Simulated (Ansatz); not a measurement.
Redistribution: CHBr2F + CH2ClI → CHBr2I + CH2ClF

Species: CHBr2F (dibromofluoromethane) `FC(Br)Br`, singlet; CH2ClI (chloroiodomethane) `ClCI`, singlet; CHBr2I (dibromoiodomethane) `BrC(Br)I`, singlet; CH2ClF `FCCl`, singlet. The partners trade F for I; both sit on C, so the bond types are kept.

Shapes, held fixed at every level: PBE0-D4/def2-TZVP. Programs: Ansatz 0.2.0. The zero-point and thermal change to 298 K, harmonic and unscaled (PBE0-D4/def2-TZVP), is +0.9 kJ/mol.

Question: Estimate ΔH(298 K) of this reaction.

Answer: The highest level, CCSD(T)/def2-TZVPP, gives ΔH(298 K) = +6.8 kJ/mol; the levels span +1.0 to +15.6. The column of differences is taken from that level and isn't an error. No measured value is set beside it here. For atoms past krypton def2 sets carry core potentials with scalar relativity. Relativity is left out for Br unless named. Correlated rows may include outer-core shells of Br, I, which these sets cover unevenly. Times are processor times on shared x86 and Arm servers, and rough.

```tsv
level	kind	ΔH(298 K) (kJ/mol)	less CCSD(T)/def2-TZVPP	CPU time (sum over the molecules)
HF/def2-TZVPP	Hartree–Fock	+12.0	+5.2	–
SPW92/def2-TZVPP	LDA	+15.6	+8.8	11 s
PBE-D4/def2-TZVPP	GGA	+12.5	+5.7	21 s
r2SCAN-D4/def2-TZVPP	meta-GGA	+15.1	+8.3	43 s
B3LYP-D4/def2-TZVPP	global hybrid	+10.1	+3.3	36 s
BHLYP-D4/def2-TZVPP	global hybrid	+7.2	+0.4	28 s
MP2/def2-TZVPP	perturbation theory	+1.0	-5.8	–
CCSD(T)/def2-TZVPP	coupled cluster or CI	+6.8	0.0	7.1 min
```
